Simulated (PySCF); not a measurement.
# Polarisability of `O=C([O-])C1=CC(F)=C(F)C1`

C₆H₃F₂O₂ (charge -1).
Cartesian coordinates in Å at the GFN2-xTB level; atoms count from 1:
```xyz
13
C6H3F2O2 angstrom
O      2.621    1.517    0.178
C      2.189    0.388   -0.076
O      2.791   -0.648   -0.388
C      0.641    0.235    0.008
C     -0.278    1.169    0.320
C     -1.590    0.572    0.272
F     -2.734    1.249    0.536
C     -1.484   -0.721   -0.068
F     -2.482   -1.629   -0.221
C     -0.053   -1.068   -0.270
H     -0.090    2.196    0.566
H      0.299   -1.846    0.408
H      0.166   -1.414   -1.281
```

Level: PBE0/def2-SVPD (PySCF), static field, nuclei fixed, core orbitals frozen in the response. The polarisability tensor in these axes (au):

```
x   104.35   0.83  -3.87
y     0.83  89.72   9.31
z    -3.87   9.31  55.69
```

Problem. Give the principal values, the mean and the anisotropy Δα = √{½[(α1 − α2)² + (α2 − α3)² + (α1 − α3)²]}.

Solution. Principal values 53.01, 92.10 and 104.65 au; mean 83.25 au = 12.34 Å³ = 13.73 × 10⁻⁴⁰ C²·m²/J; Δα = 46.65 au (56 % of the mean).

Problem. What depolarisation ratio follows for Rayleigh scattering of linearly polarised light, taking the static tensor?

Solution. ρ = 3Δα²/(45ᾱ² + 4Δα²) = 6529.8/(311894 + 8706.5) = 0.0204.

Problem. In TDDFT the mean static polarisability is Σ f/ω² over all singlet excitations (ω in hartree). How much of it do the 6 lowest give? Their energies (eV) and oscillator strengths: 3.59, 0.0000; 3.71, 0.0000; 4.32, 0.0128; 4.71, 0.1035; 5.02, 0.0121; 5.06, 0.0016.

Solution. They add up to 4.36 au, 5.2 % of the 83.25 au; the largest single term is 3.45 au, from the state at 4.71 eV. Terms in order: 0.00, 0.00, 0.51, 3.45, 0.36, 0.05 au. Higher excitations give the rest. The strengths listed sum to 0.130.

Problem. Directions of the eigenvectors, and the extent of the frame along each?

Solution. Largest value along (1.00, 0.01, -0.08), where the nuclei span 5.57 Å; middle along (0.01, 0.97, 0.25), 3.95 Å; least along (0.08, -0.25, 0.97), 1.75 Å. The response follows the extents in order.

Geometry: GFN2-xTB; no solvent, vibrations or thermal averaging.
